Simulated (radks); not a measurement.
Tc XX, configuration [Ar] 3d6. Method: non-relativistic Kohn-Sham, PBE, spin-polarised, spherical densities, point nucleus; open shells are filled with parallel spins first (spin-orbit coupling, left out, can overturn this in heavy ions); relativity is left out, which matters for an element this heavy; computed with a radial shooting solver on a logarithmic mesh with Libxc functionals.

Normalised radial functions P(r) = r R(r), r in bohr:

```
   r/bohr * 3p up (the largest magnitude, 1.76, reaches the edge; | marks zero)
 0.001499                             *
 0.002165                             *
 0.003104                             *
 0.004485                             *
 0.006479                             |*
 0.009362                             |*
  0.01353                             | *
  0.01954                             |   *
  0.02824                             |     *
   0.0408                             |         *
  0.05895                             |             *
  0.08517                             |              *
   0.1221                             |         *
   0.1764                          *  |
   0.2548         *                   |
   0.3682  *                          |
    0.532          *                  |
   0.7686                       *     |
    1.111                            *|
    1.605                             *
    2.318                             *
```

3p up: eigenvalue -960.36 eV, 1 radial node at r = 0.163 bohr, <r> = 0.395 bohr, 90 % of the charge inside 0.590 bohr.
